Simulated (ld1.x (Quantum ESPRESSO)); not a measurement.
## Before and after: TM potential for iodine (I)

I, norm-conserving Troullier–Martins (Kleinman–Bylander form), made with ld1.x (Quantum ESPRESSO) 7.5 (PBE, fully relativistic). Core [Kr] 4d10, reference 5s2 5p4 (charge +1). Waves: 5p (bound): rc 2.05 bohr; 5d channel at 0.45 Ry: rc 2.10 bohr; 5s (bound): rc 1.55 bohr. Local part: the s channel. Core correction: Bessel-smoothed model core inside 0.70 bohr.

Open shells are filled in proportion to 2j + 1 (rel_dist='average').

Change: all radii but the core radius scaled by about 1.29 (s 2.00, p 2.64, d 2.72 bohr).

Cutoffs: the cutoffs (Ry, on a coarse ladder) from which the occupation-weighted sum of valence levels, in a spherical-Bessel basis at the reference potential, stays within 10 and 1 mRy of its value at 400 Ry; they do not see the model core or the augmentation charge, which bear on the density cutoff. Errors are all-electron minus pseudo energies relative to the spin-unpolarised reference configuration.

Task: What does the change do?

Result: The potential gets softer (35 Ry and 70 Ry → 30 Ry and 50 Ry); of the 7 tests that both files solve, the error grows in 3 and shrinks in 2 by more than 15 % and 0.3 meV (median size 9.2 → 2.0 meV); neither file shows a bound ghost. A larger radius leaves more room for a smooth pseudo-wave, so fewer plane waves are needed.

| quantity | base | changed |
| --- | --- | --- |
| cutoff, loose | 35 Ry | 30 Ry |
| cutoff, tight | 70 Ry | 50 Ry |
| loose cutoff by channel (10 mRy a level) | p 15 Ry, s 30 Ry | p 10 Ry, s 25 Ry |
| bound ghosts | none | none |
| error for 5s2 5p5, meV [ΔE -11.16 eV] | -0.1 | -0.1 |
| error for 5s2 5p3, meV [ΔE 19.88 eV] | -2.8 | -5.5 |
| error for 5s2 5p2, meV [ΔE 49.24 eV] | -21 | -42 |
| error for 5s1 5p6, meV [ΔE -0.79 eV] | -9.2 | -2.0 |
| error for 5s1 5p5, meV [ΔE 10.93 eV] | -12 | -1.8 |
| error for 5s2 5p1, meV [ΔE 88.70 eV] | -78 | -157 |
| error for 5s2 5p4.5, meV [ΔE -6.61 eV] | -0.1 | -0.2 |
